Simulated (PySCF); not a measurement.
C₃H₇F₃GeSi.
SMILES with atom numbers: `[F:1][C:2]([F:3])=[C:4]([F:5])[SiH2:6][CH2:7][GeH3:8]` (hydrogens: H9, H10 on Si6; H11, H12 on C7; H13, H14, H15 on Ge8)

Geometry (PBE0-D3(BJ)/def2-SVP, Å), atoms numbered from 1 in this order:
```
atom  x, y, z in Å
F1    -2.060   -0.853    1.431
C2    -2.705   -0.590    0.315
F3    -3.912   -1.083    0.328
C4    -2.147    0.102   -0.681
F5    -2.898    0.316   -1.775
Si6   -0.389    0.795   -0.648
C7     0.849   -0.518   -0.153
Ge8    2.715    0.085   -0.157
H9    -0.325    1.940    0.311
H10   -0.141    1.298   -2.030
H11    0.758   -1.379   -0.836
H12    0.607   -0.878    0.860
H13    3.642   -1.069    0.265
H14    3.106    0.559   -1.570
H15    2.884    1.257    0.827
```

Theory: TDDFT CAM-B3LYP/def2-SVPD, vertical, gas phase, core orbitals frozen in the response (PySCF 2.14.0, density-fitted response routines). Relativistic effects, spin–orbit coupling among them, are left out although an element past zinc is present.

Transition dipole moments from the ground state, in atomic units and in the frame of the coordinates above (overall signs are arbitrary), for the states with f of 0.002 or more among the lowest 7:

```csv
state,E (eV),μx,μy,μz
S1,6.352,-0.124,-0.135,-0.020
S2,6.709,-0.980,-0.334,0.441
S3,7.038,0.627,0.513,-0.386
S4,7.584,0.373,-0.073,0.019
S5,7.780,0.055,-0.165,0.175
S6,7.934,0.457,-0.048,-0.169
S7,8.157,-0.067,-0.199,0.062
```

(1) Work out the oscillator strengths.

(2) What angle do the transition dipoles of S3 and S4 make?

(3) How is the summed strength of these states shared among x, y and z?

(4) What peak molar absorption coefficient would the strongest computed level give as a lone Gaussian band 0.4 eV wide at half height?

Results:

(1) f = (2/3) ΔE |μ|² with ΔE in hartree (27.2114 eV).

```csv
state,|μ|² (au),|μ| (D),f
S1,0.034,0.47,0.005
S2,1.266,2.86,0.208
S3,0.805,2.28,0.139
S4,0.145,0.97,0.027
S5,0.061,0.63,0.012
S6,0.240,1.24,0.047
S7,0.048,0.56,0.010
```

(2) |cos θ| = |μa·μb| / (|μa| |μb|) = 0.55, so θ ≈ 56° (taken between 0 and 90°, since the signs are arbitrary).

(3) (2/3) Σ ΔE μα² gives 0.296 for x, 0.081 for y and 0.070 for z, 0.447 in all.

(4) ε(max) = 2.175×10⁸ f / FWHM, with the width in cm⁻¹. S2: 2.175×10⁸ × 0.2081 / 3226 ≈ 14000 L mol⁻¹ cm⁻¹.

The vertical ionisation energy (ΔSCF) is 9.76 eV, 1.60 eV above S7.

Hardware: Arm Neoverse V1, one thread, no GPU, on a shared host. Cost: 3.2 min of wall time (grids of density and orbitals included), 1.5 GiB resident at most.

One conformer stands for the species.
